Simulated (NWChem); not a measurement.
System: C3H5F; SMILES C=C(C)F

```xyz
9

C     -0.9672    -1.0732     0.0000
C     -0.0508    -0.0929     0.0000
C     -0.2749     1.3831     0.0000
F      1.2680    -0.4070     0.0000
H     -2.0372    -0.8291     0.0000
H     -0.6580    -2.1276     0.0000
H      0.1971     1.8464     0.8918
H     -1.3533     1.6248     0.0000
H      0.1971     1.8464    -0.8918
```
Atoms are numbered in this order, from 1.

The geometry was optimised at PBE-D3(BJ)/def2-SVP.

Symmetry labels are those of Cs in the frame above (b1 and b2, or b-type labels, depend on it).

Problem. List the 6 lowest vertical singlet excitations from PBE/def2-SVP, full TDDFT (NWChem).

Solution. 
```tsv
state	energy (eV)	oscillator strength	symmetry	leading excitation (squared amplitude)
S1	7.14	0.000	a"	HOMO → LUMO+1 (1.00)
S2	7.43	0.387	a'	HOMO → LUMO (0.93)
S3	7.79	0.008	a"	HOMO → LUMO+2 (0.99)
S4	8.01	0.000	a"	HOMO−1 → LUMO (1.00)
S5	8.42	0.002	a"	HOMO → LUMO+3 (0.99)
S6	9.01	0.002	a"	HOMO−2 → LUMO (0.95)
```
